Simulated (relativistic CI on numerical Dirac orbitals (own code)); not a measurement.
A reference radial Dirac CI calculation of Mg IV gave the lowest total energy -196.20998 Ha in 10 SCF steps, from this input:

```
atom Mg  Z=12  charge=3  electrons=9
nucleus A=24  rms_radius_fm=3.0570
hamiltonian dirac-coulomb  breit=on  qed=on  c_scale=1
orbitals kli  potential=per-configuration
slater_scale 1
correlation none
mixing on
grid step=0.0125 r_max=19.8
scf mixing=0.4 start=green max_iterations=150 tolerance=2e-08 node_fill=0.05
configurations
  [He] 2s2 2p5
end
```

One setting was then changed, and the output read:

```
SCF 1: [He] 2s2 2p5
 iter      energy (Ha)   residual   last orbital (Ha)
    1      -193.227094   1.25e+00     -7.03352
    2      -195.580545   6.00e-01     -5.37119
    3      -196.246417   4.16e-02     -4.05252
    4      -196.258215   2.89e-02     -4.16483
    5      -196.257994   1.15e-03     -4.10248
    6      -196.257935   2.50e-04     -4.10068
    7      -196.257926   2.11e-05     -4.10001
    8      -196.257928   2.47e-06     -4.10005
    9      -196.257928   9.62e-08     -4.10006
   10      -196.257928   3.33e-10     -4.10006
orbital energies (Ha): 1s -48.8195  2s -5.3281  2p1/2 -4.1118  2p3/2 -4.1001
configuration averages (Ha): Dirac-Coulomb, Breit, QED
  2p5                           -196.257928    0.030936    0.020651
levels: no., configuration, term, J, E (cm-1), weight
   1 2p5                    2P*  3/2              0.0  1.00
   2 2p5                    2P*  1/2           2217.3  1.00
lowest total energy -196.209708 Ha
end: converged
```

Task: Which setting was changed?
A. node fill of the KLI weights
B. QED terms
C. start potential
D. Breit term

Result: A. The node fill of the KLI weights 0.2.
